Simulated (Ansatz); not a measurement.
`CCCCCCCCCCCCO`, 39 atoms. Hardware: 6 threads of Intel Xeon 6975P-C on a shared host.

Correlated methods freeze 13 core orbitals.

**Question.** How many basis functions does each of these Ansatz runs have, and roughly what does it cost? MP2/def2-SVP, charge 0 singlet, energy, from earlier orbitals; PBE0-D4/def2-SVP, charge 1 doublet at the geometry of the charge 0 singlet, energy; PBE-D4/def2-SVP, charge 1 doublet at the geometry of the charge 0 singlet, energy, from earlier orbitals; PBE0-D4/def2-SVP, charge 0 triplet at the geometry of the charge 0 singlet, energy; PBE-D4/def2-SVP, charge 0 singlet, relaxation, 4 steps; PBE-D4/def2-SVP, charge 0 triplet at the geometry of the charge 0 singlet, energy, from earlier orbitals; PBE-D4/def2-TZVP, charge 0 singlet, energy and forces, from earlier orbitals; PBE-D4/def2-SVP, charge 0 singlet, energy, from earlier orbitals; HF/STO-3G, charge 0 singlet, energy; PBE-D4/def2-SVP, charge -1 doublet at the geometry of the charge 0 singlet, energy, from earlier orbitals; PBE0-D4/def2-SVP, charge 0 singlet, energy, from earlier orbitals; r2SCAN-D4/def2-TZVP, charge 0 singlet, energy, from earlier orbitals.

**Answer.** Other jobs shared the machine, so times can vary by a factor of up to 3. A dash marks memory too small to be measured apart from the calling script's.

```tsv
run	functions	fitting or Cholesky vectors	wall time	peak host memory (GiB)
HF/STO-3G, charge 0 singlet, energy	91	1317	0.5 s	–
PBE-D4/def2-SVP, charge 0 singlet, energy, from earlier orbitals	312	3547	2.2 s	0.64
PBE0-D4/def2-SVP, charge 0 singlet, energy, from earlier orbitals	312	3547	4.6 s	2.1
PBE-D4/def2-SVP, charge -1 doublet at the geometry of the charge 0 singlet, energy, from earlier orbitals	312	3547	5.5 s	0.78
MP2/def2-SVP, charge 0 singlet, energy, from earlier orbitals	312	3242	6 s	1.3
PBE-D4/def2-TZVP, charge 0 singlet, energy and forces, from earlier orbitals	559	3455	6.5 s	1.6
PBE-D4/def2-SVP, charge 1 doublet at the geometry of the charge 0 singlet, energy, from earlier orbitals	312	3547	7.5 s	0.78
r2SCAN-D4/def2-TZVP, charge 0 singlet, energy, from earlier orbitals	559	3455	8 s	1.6
PBE-D4/def2-SVP, charge 0 singlet, relaxation, 4 steps	312	3547	9.5 s	0.65
PBE-D4/def2-SVP, charge 0 triplet at the geometry of the charge 0 singlet, energy, from earlier orbitals	312	3547	13 s	1.8
PBE0-D4/def2-SVP, charge 0 triplet at the geometry of the charge 0 singlet, energy	312	3547	19 s	2.4
PBE0-D4/def2-SVP, charge 1 doublet at the geometry of the charge 0 singlet, energy	312	3547	62 s	2.5
```
